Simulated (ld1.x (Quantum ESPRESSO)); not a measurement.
## Pseudopotential generation for sulfur (S): PAW, LDA (PZ), scalar-relativistic.

| Property | Result |
| --- | --- |
| Element | S (Z = 16) |
| Generator | ld1.x (Quantum ESPRESSO) 7.5 |
| Type | PAW |
| Functional | LDA (PZ) |
| Relativity | scalar-relativistic |
| Frozen core | [Ne] |
| Valence charge | 6 |
| Reference configuration | 3s2 3p3 (charge +1) |
| Partial waves | 3s (bound): rcut 1.10, rcutus 1.50 bohr; 3s channel at -0.15 Ry: rcut 1.10, rcutus 1.50 bohr; 3p (bound): rcut 1.30, rcutus 1.40 bohr; 3p channel at 0.6 Ry: rcut 1.30, rcutus 1.40 bohr |
| Local potential | all-electron potential smoothed inside 1.05 bohr (lloc = -2) |
| Core correction | Bessel-smoothed model core inside 1.30 bohr |
| Augmentation charge | PSQ, inside the norm-conserving radii |

All-electron outer shells of the reference configuration (LDA (PZ), scalar-relativistic, ld1.x):

```csv
shell,level (eV),outermost node (bohr),outermost maximum (bohr)
3s,-27.63,0.60,1.39
3p,-16.88,0.58,1.55
```

Q: Does the generator finish with these settings?

A: Yes, a potential is produced and its reference levels are reproduced.

Q: Estimate the cutoffs (Ry, on a coarse ladder) from which the occupation-weighted sum of valence levels, in a spherical-Bessel basis at the reference potential, stays within 10 and 1 mRy of its value at 400 Ry.

A: 15 Ry and 35 Ry.

Q: Does the potential have ghost states?

A: No extra level below or beside the all-electron valence levels (s, p, d, f tested).

Q: Is the overlap operator S = 1 + Σ q|β⟩⟨β| positive definite (Bessel basis up to 400 Ry)?

A: Yes: its lowest eigenvalue is 0.43 (s channel).

Q: Tests: 3s2 3p4; 3s2 3p2; 3s2 3p1; 3s2 3p3.5; 3s0 3p6; 3s2 3p0; 3s2 3p4.3. Which has the largest error in its energy relative to the reference configuration, and how large is it?

A: 3s2 3p0, with -97 meV (all-electron minus pseudo) on +103.51 eV.
